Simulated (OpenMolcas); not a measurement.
An OpenMolcas run meant for Er V (ANO-R3, X2C; inactive shells 1s 2s 2p 3s 3p 3d 4s 4p 4d 5s 5p; intended active space 10 electrons in 7 orbitals (4f)). One step of its input:

```
&RASSCF
FileOrb=start.orb
Symmetry=1
Spin=5
nActEl=11 0 0
Inactive=15 12
Ras2=0 7
CIRoot=35 35 1
SDav=35
CIMx=300
Iter=59 100
PrWF=0.3
OrbListing=Nothing
MaxOrb=0
Atom
>>> COPY $Project.JobIph JOB001
```

Lines from the output:

```
--- SEWARD ---
Basis set label: ER.ANO-R...10S8P5D5F3G2H.

      Electronic valence basis set:
      ------------------
      Associated Effective Charge  68.000000 au
      Associated Actual Charge     68.000000 au
      Nuclear Model: Finite nucleus - Gaussian distribution
        Gaussian exponent, Xi/bohr**(-2):  1.57482E+08

      Shell  nPrim  nBasis  Cartesian Spherical Contaminant
         s      25      10        X
         p      19       8        X
         d      12       5                 X
         f      10       5                 X
         g       5       3                 X
         h       4       2                 X
                  Relativistic X2C integrals
                  Atomic mean-field integrals
--- RASSCF ---

 Nr of active orbitals     NAC=   7
 Spin degeneracy         ISPIN=   5
 There can be no such wave function.
 ************************************************
--- Stop Module: rasscf at  /rc=_RC_INPUT_ERROR_ ---
.####################.
.# User input error #.
.####################.
```

What is wrong with the input?

nActEl holds one electron too many for this ion, which clashes with the multiplicity.
